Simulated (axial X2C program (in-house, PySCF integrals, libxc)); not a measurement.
## Spectroscopic constants of MnB⁺

Calculated with an in-house all-electron X2C program for linear molecules (integrals from PySCF). Spin-free means the one-electron spin-free X2C Hamiltonian; two-component (2c) means X2C with spin–orbit coupling and atomic mean-field two-electron Coulomb and Gaunt terms, so the difference of the two also holds small scalar two-electron terms. Basis: Mn dyall-cv3z [9s10p6d3f2g], B dyall-v3z [7s6p2d1f] (cores contracted in-house); Gaussian nuclei, density fitting, unrestricted open shells. Masses: Mn 54.938 u, B 11.009 u.

Input file and command:
```json
{
 "zs": [
  25,
  5
 ],
 "q": 1,
 "bas": [
  "dyall-cv3z",
  "dyall-v3z"
 ],
 "levels": [
  "PBE0",
  "HF",
  "PBEsol"
 ],
 "cc": true,
 "r0": 2.04,
 "thr": -2.0,
 "nmax": 90,
 "npts": 10,
 "nst": 2,
 "ntry": 6
}
```
```bash
python so2c.py task.json out
```

Keys: zs atomic numbers; q charge; bas basis sets; levels methods; cc coupled cluster on or off; r0 starting distance in Å; thr threshold in hartree for freezing inner shells (an s shell follows its p shell); nmax most natural virtual spinors; npts points on the curve; nst determinants followed; ntry starts of the search. HF also brings MP2.

State, spin-free: M_S = 5/2, Λ = 1 (beyond evenly filled blocks: 2 × σα, π+α, π+β, π-α, δ+α, δ-α); electrons by block: σα: 9, σβ: 7, π+α: 3, π+β: 3, π-α: 3, π-β: 2, δ+α: 1, δ-α: 1. Fragments: Mn+ + B.

State, 2c: Ω = 7/2 (⟨Sz⟩ = 2.50, ⟨Lz⟩ = 1.00 at PBE0); electrons by block: 1/2: 12, -1/2: 10, 3/2: 3, -3/2: 3, 5/2: 1. Fragments: Mn+ + B.

```csv
Hamiltonian,level,Re (Å),ωe (cm⁻¹),De (eV),k (mdyn/Å),μ (D)
spin-free,PBE0,2.057,504.7,1.19,1.38,-0.90
spin-free,CCSD,2.167,365.2,0.387,0.721,n/a
spin-free,PBEsol,1.988,540.3,2.15,1.58,-0.21
2c,PBE0,2.057,505.2,1.20,1.38,-0.90
2c,PBEsol,1.988,540.4,2.16,1.58,-0.21
```

Correlated methods: 9 electrons correlated (number of frozen shells: Mn 3 s, 2 p; B 1 s), 241 virtual spin orbitals or spinors in MP2, 90 natural virtuals in coupled cluster.

Dipoles are positive if B is the positive end and refer to the centre of mass.

One determinant describes the state; a PBE0 search over occupations chose it and may have missed a lower one. De is counted from the lowest determinant-based energies of the atoms at the same level, without counterpoise correction. Density functionals use the spin component along the axis (collinear). CCSD ran in a truncated set of natural virtual spinors with an MP2 remainder; without triples it tends to underbind. The 2c atoms are single determinants rather than J levels; their spin–orbit lowering is only partly caught, and De is too large by that part. This holds for PBE0, PBEsol. PBE0 can misorder states that lie within some tenths of an eV, so this need not be the ground state of the molecule. The nearest other spin-free determinant of the search, M_S = 3/2, Λ = 1, lies 0.09 eV up at the distance of the search. Without a current term, density functionals place determinants with orbital angular momentum somewhat too high. With several unpaired electrons one determinant need not be a pure state. A state of lower Ω lies just above, and one determinant can place such states too high, so the state shown need not be the lowest. The search has Ω = 3/2 only 0.01 eV up. The determinant is spin-polarised beyond a pure state at some levels (its spin-free form has ⟨S²⟩ too high), which makes Re and μ there less reliable.

No reliable constants came from CCSD (2c), CCSD(T) (2c), CCSD(T) (spin-free), HF (2c), HF (spin-free), MP2 (2c), MP2 (spin-free): no minimum in range, unconverged points, a curve that is not smooth, a change of character along it, or the two Hamiltonians disagreeing along it.

Rough cost a point (2c) on 1 thread(s) of a shared host, integrals apart: PBE0 0.8 s, PBEsol 0.5 s.

The whole task took 3.6 min on 1 thread of Intel(R) Xeon(R) Platinum 8488C (Sapphire Rapids), with other jobs on the host.
